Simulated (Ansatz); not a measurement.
# CuOH (SMILES [Cu]O): the energy, rung by rung

CuOH: 3 atoms, total charge 0, spin state singlet. SMILES: `[Cu]O`. Geometry: optimised at r2SCAN/def2-SVP.

```xyz
3

Cu   -1.1286    0.2720   -0.5853
O     0.4115    0.3231    0.2610
H     0.7171   -0.5951    0.3242
```

Each level gives the dissociation energy of the H3–O2 bond into doublet H and doublet CuO (shapes relaxed at r2SCAN/def2-SVP, no zero-point term) (eV). The values are calculated.

```csv
level,kind,program,value (eV),CPU time (all runs)
HF/def2-TZVPP,Hartree–Fock,Ansatz,3.44,21 s
SVWN5/def2-TZVPP,LDA,Ansatz,5.42,6.6 s
BLYP/def2-TZVPP,GGA,Ansatz,4.70,15 s
r2SCAN/def2-TZVPP,meta-GGA,Ansatz,4.76,20 s
B3LYP/def2-TZVPP,global hybrid,Ansatz,4.89,13 s
wB97M-V/def2-TZVPP,range-separated hybrid,Ansatz,5.04,16 s
B2PLYP/def2-TZVPP,double hybrid,Ansatz,5.03,20 s
RPA@PBE/def2-TZVPP,RPA,Ansatz,4.74,19 s
```

The values span 3.44 to 5.42 eV. Spin contamination of the reference (⟨S²⟩ at least 0.1 too high) touches HF/def2-TZVPP. Hartree–Fock misses the correlation of the electron pair that is broken and comes out low. Measured bond enthalpies also hold zero-point and thermal terms, a few tenths of an eV less. Times are those of the runs behind each value, whatever else they computed, on shared processors of several kinds: orders of magnitude only.
